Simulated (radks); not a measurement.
Results of a calculation; reference values are marked as such.
The mean radii <r> (bohr) of the occupied orbitals of an atom or ion are listed with their occupations. Level of theory: scalar-relativistic Kohn-Sham, PBEsol, spin-polarised, spherical densities, point nucleus (a radial shooting solver on a logarithmic mesh with Libxc functionals).

orbital  occ.      <r>
1s down     1  0.03708
1s up       1  0.03708
2s up       1   0.1627
2s down     1   0.1627
2p up       3   0.1418
2p down     3   0.1418
3s up       1   0.4588
3s down     1   0.4588
3p up       3   0.4624
3p down     3   0.4624
3d up       5   0.4527
3d down     5   0.4526
4s up       1    1.215
4s down     1    1.209
4p up       3    1.368
4p down     3    1.359
4d up       2    2.008
6d up       1    12.04

Name the element and its charge. Open shells, if any, are filled with parallel spins first.

Answer. Z = 40, zirconium, charge +1: Zr+ in [Kr] 4d2 6d1. The 1s radius gives Z: for a bare nucleus <r> = (2 gamma + 1)/(2Z) with gamma = sqrt(1 - (Z/c)^2), 0.03641 bohr for Z = 40, and screening makes it slightly larger (0.03708 here). The occupations add up to 39, and the charge is Z minus that.
